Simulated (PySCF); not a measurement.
# Computed records: AlBFH2O

All values are calculated (PySCF 2.14.0). Calculation on a computer-drawn molecule: the log of a Hartree-Fock and frozen-core CCSD(T) single point meant for a local Hartree-Fock minimum, with one planted fault or none, to be diagnosed. Offsets are logged minus clean, where the clean run is the same molecule without the fault. The reference is restricted for singlets and unrestricted otherwise, and also for a bond in bohr or an excited solution. Adding or removing an electron swaps singlet and doublet. The excited solution moves the top pair (singlet) or top alpha electron (doublet) to the lowest empty orbital. Highest occupied and lowest empty are orbital energies over both spins, largest force is the largest gradient component, triples share is (T) over the correlation energy, the T1 limit is 0.02 restricted and 0.045 unrestricted, electrons count all cores, a negative frequency is imaginary (commonest isotopes), and the dipole is about the centre of nuclear charge.

```xyz
6
formula=AlBFH2O meant_charge=-1 meant_multiplicity=1 meant_basis=aug-cc-pV(D+d)Z logged_electrons=38 logged_basis_functions=119 logged_SCF_converged=yes logged_spin_squared=0 logged_highest_occupied=-4.3364 logged_lowest_empty=3.2913 logged_largest_force=6.779e-06 logged_lowest_frequency=43.297 logged_T1_diagnostic=0.023408 logged_D1_diagnostic=0.071841 logged_triples_share=0.032385 logged_CC_converged=yes logged_dipole_magnitude=6.3504 logged_SCF_stable_within_its_kind=yes logged_energy_HF=-442.14509 logged_energy_CCSD(T)=-442.76426 possible_faults=no_fault,one_electron_removed,one_electron_added,multiplicity_raised_by_two,geometry_at_a_saddle_point,SCF_held_on_an_excited_solution,minimal_basis_STO-3G,one_bond_length_entered_in_bohr,all_coordinates_scaled
O      1.2269     3.1652    -2.2450
Al     0.9067     2.3454    -0.8827
B      1.0681     0.1510    -0.7508
F     -0.0298    -0.6686    -0.6400
H      0.4619     2.9751     0.5625
H      2.0851    -0.5295    -0.7815
```

Units: logged_highest_occupied, logged_lowest_empty in eV; logged_largest_force in hartree/bohr; logged_lowest_frequency in cm⁻¹; logged_dipole_magnitude in debye; logged_energy_HF, logged_energy_CCSD(T) in hartree.

Drawn bonds:
```csv
atom,other atom,order
1,2,1
2,3,1
3,4,1
2,5,1
3,6,1
```

Notes: T1 above single-reference limit.

Questions
1. Give the missing planted fault for AlBFH2O.

Answers
1. no fault

Further results for AlBFH2O:

* HF energy offset from clean run: 0 kcal/mol
* CCSD(T) energy offset from clean run: 0 kcal/mol
